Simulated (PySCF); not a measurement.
Compound: C₈H₁₁NO.
Atom-mapped SMILES: `[CH:1]#[C:2][CH2:3][C:4](=[O:5])[NH:6][C@H:7]([CH3:8])[CH:9]=[CH2:10]` (hydrogens: H11 on C1; H12, H13 on C3; H14 on N6; H15 on C7; H16, H17, H18 on C8; H19 on C9; H20, H21 on C10)

Theory: PySCF 2.14.0, PBE0-D3(BJ)/def2-SVP geometry optimisation, gas phase.

Problem. What internal coordinates does the optimisation give?

Solution. 
| bond | length (bohr) | order |
| --- | --- | --- |
| C1≡C2 | 2.290 | triple |
| C2–C3 | 2.746 | single |
| C3–C4 | 2.897 | single |
| C4=O5 | 2.295 | double |
| C4–N6 | 2.553 | single |
| N6–C7 | 2.743 | single |
| C7–C8 | 2.875 | single |
| C7–C9 | 2.843 | single |
| C9=C10 | 2.519 | double |
| C1–H11 | 2.030 | single |
| C3–H12 | 2.082 | single |
| C3–H13 | 2.084 | single |
| N6–H14 | 1.917 | single |
| C7–H15 | 2.086 | single |
| C8–H16, C8–H17, C8–H18 | 2.079 | single |
| C9–H19 | 2.072 | single |
| C10–H20 | 2.066 | single |
| C10–H21 | 2.065 | single |

Bonds in one row agree within 0.02 bohr and their mean is given. Orders are formal, as drawn. A selection of angles:
| angle | degrees |
| --- | --- |
| C1–C2–C3 | 178.6 |
| C2–C3–C4 | 116.9 |
| C3–C4–O5 | 119.8 |
| C3–C4–N6 | 115.8 |
| O5–C4–N6 | 124.4 |
| C4–N6–C7 | 122.4 |
| N6–C7–C8 | 111.6 |
| N6–C7–C9 | 108.9 |
| C8–C7–C9 | 115.2 |
| C7–C9–C10 | 126.6 |
| H14–N6–C4 | 118.6 |
| H14–N6–C7 | 119.0 |

Torsions: C2–C3–C4–O5 -175° (antiperiplanar); C3–C4–N6–C7 179° (antiperiplanar); C4–N6–C7–C8 -104° (anticlinal); N6–C7–C9–C10 126° (anticlinal).

Of the pairs four or more bonds apart, C2···H14 is among the closest relative to their van der Waals radii: 2.32 Å, 80 % of the sum of Bondi's values. The 2 C–N bonds span 1.351 Å (C4–N6, drawn single) to 1.451 Å (N6–C7, drawn single), a spread of 0.100 Å. The C–C distances run from 1.212 Å (C1≡C2, drawn triple) to 1.533 Å (C3–C4, drawn single), a spread of 0.321 Å. N6 (amide nitrogen) is planar (angles 122.4°, 119.0° and 118.6°, sum 360.0°, 0.01 Å off the plane of its three neighbours).

Point group: C1 (no symmetry element, even within 0.4 Å). PBE0-D3(BJ)/def2-SVP frequencies: not computed here. The numbers are those of one conformer.
